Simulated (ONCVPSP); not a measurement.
nickel (Ni): one change to an ONCV potential, before and after

- Element: nickel
- Generator: ONCVPSP 4.0.1
- Type: optimised norm-conserving Vanderbilt (ONCV)
- Functional: PBEsol
- Relativity: scalar-relativistic
- Frozen core: [Ne]
- Valence charge: 18
- Reference configuration: 3s2 3p6 3d8 4s2
- Partial waves: 3s+4s: rc 1.30 bohr, ncon 4, nbas 9, qcut 8.1 1/bohr, 2 projectors; 3p: rc 1.00 bohr, ncon 3, nbas 8, qcut 14.8 1/bohr, 2 projectors, debl 2.5 Ha; 3d: rc 0.95 bohr, ncon 3, nbas 8, qcut 13.9 1/bohr, 1 projector; f scattering state at 0.19 Ha: rc 1.20 bohr, ncon 4, nbas 8, qcut 10.6 1/bohr, 2 projectors, debl 2.3 Ha
- Local potential: polynomial inside 0.85 bohr (lpopt 5, dvloc0 0 Ha)
- Core correction: Teter function, parameters optimised by the program

In the p channel the program set the typed energies aside and used -2.619, 0.250 Ha.

Change: s: rc 1.

Cutoffs: the cutoffs (Ha) at which the residual kinetic energy of the hardest occupied pseudo-wave falls to 1 and 0.1 mHa per electron; they do not see the model core or the augmentation charge, which bear on the density cutoff. Errors are all-electron minus pseudo energies relative to the spin-unpolarised reference configuration.

Problem. What does the change do?

Solution. The potential gets harder (83 Ha and 94 Ha → 87 Ha and 232 Ha); of the 4 tests that both files solve, the error grows in 4 and shrinks in 0 by more than 15 % and 0.3 meV (median size 0.4 → 13.5 meV); neither file shows a bound ghost. A smaller radius makes the pseudo-wave follow the all-electron one further in, where it bends more sharply, so more plane waves are needed. That the errors move this way runs against the usual rule that smaller radii transfer better.

```tsv
quantity	base	changed
cutoff, loose	83 Ha	87 Ha
cutoff, tight	94 Ha	232 Ha
loose cutoff by channel	s 15 Ha, p 39 Ha, d 83 Ha	s 87 Ha, p 39 Ha, d 83 Ha
bound ghosts	none	none
GHOST(+) flags under 300 eV	none	none
error for 3s2 3p6 3d8 4s1, meV [ΔE 9.34 eV]	-0.4	-1.9
error for 3s2 3p6 3d8 4s0, meV [ΔE 26.60 eV]	0.0	-25
error for 3s2 3p6 3d7 4s0, meV [ΔE 64.04 eV]	-18	-113
error for 3s2 3p6 3d8 4s1 4p1, meV [ΔE 4.63 eV]	-0.4	-1.1
p: phases at 1.01 bohr within 0.05 rad from the reference energy up to (Ha; the scan ends near 5)	to the end of the scan	to the end of the scan
d: phases at 0.97 bohr within 0.05 rad from the reference energy up to (Ha; the scan ends near 5)	4.9	4.9
f: phases at 1.22 bohr within 0.05 rad from the reference energy up to (Ha; the scan ends near 5)	to the end of the scan	to the end of the scan
rms error of d²Exc/dni dnj with the model core, mHa	0.91	0.76
```
